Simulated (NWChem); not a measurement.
All runs are NWChem calculations. System: C$_{2}$H$_{2}$F$_{2}$, charge 0, spin multiplicity 1, at a geometry optimised with PBE0/def2-SVP. Level: MP2/cc-pVDZ, 4 core orbitals frozen, spin-restricted.

Job file:

```
start mol
memory heap 200 mb stack 900 mb global 1100 mb
geometry units angstroms nocenter noautoz noautosym
  C      0.000000     0.000000    -1.382038
  C      0.000000     0.000000    -0.058259
  F      1.073387     0.000000     0.693462
  F     -1.073387     0.000000     0.693462
  H     -0.945771     0.000000    -1.920268
  H      0.945771     0.000000    -1.920268
end
basis spherical
  * library cc-pvdz
end
scf
  rhf
  nopen 0
  maxiter 100
  thresh 1e-7
  semidirect memsize 60000000 filesize 0
end
mp2
  freeze core 4
end
task mp2 energy
```

Part of the output:

```
             Northwest Computational Chemistry Package (NWChem) 7.3.0
             --------------------------------------------------------

                                NWChem Input Module
                                -------------------

 Scaling coordinates for geometry "geometry" by  1.889725989
 (inverse scale =  0.529177249)

                             Geometry "geometry" -> ""
                             -------------------------

 Output coordinates in angstroms (scale by  1.889725989 to convert to a.u.)

  No.       Tag          Charge          X              Y              Z
 ---- ---------------- ---------- -------------- -------------- --------------
    1 C                    6.0000     0.00000000     0.00000000    -1.38203800
    2 C                    6.0000     0.00000000     0.00000000    -0.05825900
    3 F                    9.0000     1.07338700     0.00000000     0.69346200
    4 F                    9.0000    -1.07338700     0.00000000     0.69346200
    5 H                    1.0000    -0.94577100     0.00000000    -1.92026800
    6 H                    1.0000     0.94577100     0.00000000    -1.92026800

 Effective nuclear repulsion energy (a.u.)     118.1080914969

            Nuclear Dipole moment (a.u.)
            ----------------------------
        X                 Y               Z
 ---------------- ---------------- ----------------
     0.0000000000     0.0000000000    -0.0000037795


 Summary of "ao basis" -> "" (spherical)
 ------------------------------------------------------------------------------
       Tag                 Description            Shells   Functions and Types
 ---------------- ------------------------------  ------  ---------------------
 *                          cc-pvdz                   on all atoms

 Summary of "ao basis" -> "ao basis" (spherical)
 ------------------------------------------------------------------------------
       Tag                 Description            Shells   Functions and Types
 ---------------- ------------------------------  ------  ---------------------
 C                          cc-pvdz                  6       14   3s2p1d
[...]
     1   1 0 0      0.000000      0.000000      0.000000
     1   0 1 0      0.000000      0.000000      0.000000
     1   0 0 1     -0.519886      0.000000     -0.000004

     2   2 0 0    -16.574334      0.000000     80.448363
     2   1 1 0      0.000000      0.000000      0.000000
     2   1 0 1      0.000000      0.000000      0.000000
     2   0 2 0    -16.649412      0.000000      0.000000
     2   0 1 1      0.000000      0.000000      0.000000
     2   0 0 2    -15.227808      0.000000     98.245011

                   NWChem MP2 Semi-direct Energy/Gradient Module
                   ---------------------------------------------

  Basis functions       =     66
  Molecular orbitals    =     66
  Frozen core           =      4
  Frozen virtuals       =      0
  Active alpha occupied =     12
  Active beta occupied  =     12
  Active alpha virtual  =     50
  Active beta virtual   =     50
  Use MO symmetry       = F
  Use skeleton AO sym   = F

  AO/Fock/Back tols     =   1.0D-09  1.0D-09  1.0D-09

 GA uses MA = F    GA memory limited = T

 Available:
  local mem=  1.26D+08
 global mem=  1.44D+08
 local disk=  0.00D+00
  mp2_memr nvloc                    50
  nvloc new                    50
   1 passes of  12:        3145728                      24186                   4517964.
   1 passes of  12: M    126153632           G      144170488           F     123007904.

 Semi-direct pass number   1 of   1  for RHF alpha+beta  at        1.4s
  vrange nnbf                  2211
  mp2_eaftype                    17  avail_ma_in_mb                  1099
 EAF : mp2_eaftype filesize          17    2258982.
  mp2_eaf for mointskh                     17
Node 0 wrote     10.6 Mb in      0.0 s     Agg I/O rate:   536.2 Mb/s
 Done moints_semi at        4.0s
  mp2_eaftype                    17  avail_ma_in_mb                  1082
 EAF : mp2_eaftype filesize          17    2258982.
  mp2_eaf for kh                    17
 Done maket at        4.2s
 Done multipass loop at        4.2s

          -------------------------------------------
          SCF energy                -275.757857032351
          Correlation energy          -0.631715601775
          Singlet pairs               -0.381145522788
          Triplet pairs               -0.250570078987
          Total MP2 energy          -276.389572634126
          -------------------------------------------

          ---------------------------------------------------
                    Spin Component Scaled (SCS) MP2
          Same spin pairs                     -0.167046719325
          Same spin scaling factor             0.333333333333
          Opposite spin pairs                 -0.464668882450
          Opposite spin scaling fact.          1.200000000000
          SCS-MP2 correlation energy          -0.613284898715
          Total SCS-MP2 energy              -276.371141931066
          ---------------------------------------------------

 -----------------------
 Performance information
 -----------------------

 Timer overhead =  1.38D-07 seconds/call

               Nr. of calls         CPU time (s)                 Wall time (s)                GFlops
             ---------------    -------------------     ------------------------------   -------------------
Name         Min   Avg   Max    Min     Avg     Max     Min     Avg     Max   Mx/calls   Min     Max     Sum
mp2: moin     1     1     1    2.6     2.6     2.6      2.6     2.6     2.6     2.6      0.0     0.0     0.0
mp2: make     1     1     1   0.11    0.11    0.11     0.11    0.11    0.11    0.11      0.0     0.0     0.0
mp2: tota     1     1     1    2.7     2.7     2.7      2.7     2.7     2.7     2.7      0.0     0.0     0.0

 The average no. of pstat calls per process was 3.00D+00
 with a timing overhead of 4.14D-07s

 Task  times  cpu:        4.1s     wall:        4.1s

 Total times  cpu:        4.2s     wall:        4.2s
```
